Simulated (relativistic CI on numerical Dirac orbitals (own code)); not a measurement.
## d3 in a ligand field

Computed with a parametric ligand-field model of a d^n configuration (Racah B and C, spin-orbit zeta, crystal field), exact diagonalisation.

Field parameters in Wybourne normalisation: Oh B⁴₀ = 21Dq, B⁴₄ = √(5/14) B⁴₀. The field is a parameter set, without covalency.

Ground term and bands for B = 960, C = 4810, ζ = 0 cm⁻¹, Oh, 10Dq = 29760 cm⁻¹?

Ground term 4A2 with 0.00 electrons in the two orbitals of the cubic e set. Spin-allowed: 4T2 29760 cm⁻¹ (336 nm), 4T1 39811 cm⁻¹ (251 nm), 4T1 63869 cm⁻¹ (157 nm). Lowest spin-forbidden: 2E 21693 cm⁻¹ (461 nm), 2T1 22476 cm⁻¹ (445 nm), 2T2 33133 cm⁻¹ (302 nm). With an A2 ground term the first spin-allowed band lies at |10Dq| itself.

Ground term and bands for B = 960, C = 4810, ζ = 0 cm⁻¹, Oh, 10Dq = 4800 cm⁻¹?

Ground term 4A2 with 0.00 electrons in the two orbitals of the cubic e set. Spin-allowed: 4T2 4800 cm⁻¹ (2083 nm), 4T1 8328 cm⁻¹ (1201 nm), 4T1 20472 cm⁻¹ (488 nm). Lowest spin-forbidden: 2E 20379 cm⁻¹ (491 nm), 2T1 21011 cm⁻¹ (476 nm), 2A1 23070 cm⁻¹ (433 nm). With an A2 ground term the first spin-allowed band lies at |10Dq| itself.

Ground term and bands for B = 960, C = 4810, ζ = 0 cm⁻¹, Oh, 10Dq = 31680 cm⁻¹?

Ground term 4A2 with 0.00 electrons in the two orbitals of the cubic e set. Spin-allowed: 4T2 31680 cm⁻¹ (316 nm), 4T1 41840 cm⁻¹ (239 nm), 4T1 67600 cm⁻¹ (148 nm). Lowest spin-forbidden: 2E 21737 cm⁻¹ (460 nm), 2T1 22505 cm⁻¹ (444 nm), 2T2 33387 cm⁻¹ (300 nm). With an A2 ground term the first spin-allowed band lies at |10Dq| itself.

Ground term and bands for B = 960, C = 4810, ζ = 0 cm⁻¹, Oh, 10Dq = 14400 cm⁻¹?

Ground term 4A2 with 0.00 electrons in the two orbitals of the cubic e set. Spin-allowed: 4T2 14400 cm⁻¹ (694 nm), 4T1 22360 cm⁻¹ (447 nm), 4T1 35240 cm⁻¹ (284 nm). Lowest spin-forbidden: 2E 21176 cm⁻¹ (472 nm), 2T1 22042 cm⁻¹ (454 nm), 2T2 29855 cm⁻¹ (335 nm). With an A2 ground term the first spin-allowed band lies at |10Dq| itself.

Ground term and bands for B = 960, C = 4810, ζ = 0 cm⁻¹, Oh, 10Dq = 2880 cm⁻¹?

Ground term 4A2 with 0.00 electrons in the two orbitals of the cubic e set. Spin-allowed: 4T2 2880 cm⁻¹, 4T1 5080 cm⁻¹ (1968 nm), 4T1 17960 cm⁻¹ (557 nm). Lowest spin-forbidden: 2E 19979 cm⁻¹ (501 nm), 2T1 20383 cm⁻¹ (491 nm), 2A1 21150 cm⁻¹ (473 nm). With an A2 ground term the first spin-allowed band lies at |10Dq| itself.
